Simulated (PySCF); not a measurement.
**Ne²⁺ (neon, charge +2) across methods**

[He] 2s2 2p4, high-spin 3P determinant. Calculation: PySCF 2.14, in x2c-QZVPPall with one added diffuse shell each of s, p, d, f type (8s5p4d3f1g, 73 functions); scalar relativity by spin-free X2C-1e.

| method | E (hartree) | mean ε 2s β (eV) | mean ε 2p α (eV) | mean ε 2p β (eV) | Σ⟨r²⟩ (bohr²) | ⟨S²⟩ |
| --- | --- | --- | --- | --- | --- | --- |
| wB97X | -126.8041 | -80.603 | -62.508 | -58.102 | 4.969 | 2.002 |
| PBE0 | -126.7171 | -78.163 | -60.339 | -55.752 | 4.992 | 2.002 |
| LDA | -126.0322 | -74.791 | -56.880 | -52.143 | 5.041 | 2.001 |
| CAM-B3LYP | -126.7839 | -79.755 | -61.765 | -57.290 | 5.015 | 2.002 |
| UHF | -126.52003 | -86.594 | -70.108 | -64.135 | 4.950 | 2.004 |
| PW91 | -126.7714 | -74.935 | -56.933 | -52.703 | 5.016 | 2.001 |
| r2SCAN | -126.7733 | -75.473 | -58.061 | -53.402 | 4.976 | 2.002 |
| PBE | -126.6997 | -74.825 | -56.791 | -52.548 | 5.019 | 2.001 |

**Question.** Estimate the same row for PBEsol.

**Answer.** E (hartree) = -126.3600; mean ε 2s β (eV) = -74.629; mean ε 2p α (eV) = -56.690; mean ε 2p β (eV) = -52.177; Σ⟨r²⟩ (bohr²) = 5.026; ⟨S²⟩ = 2.001.
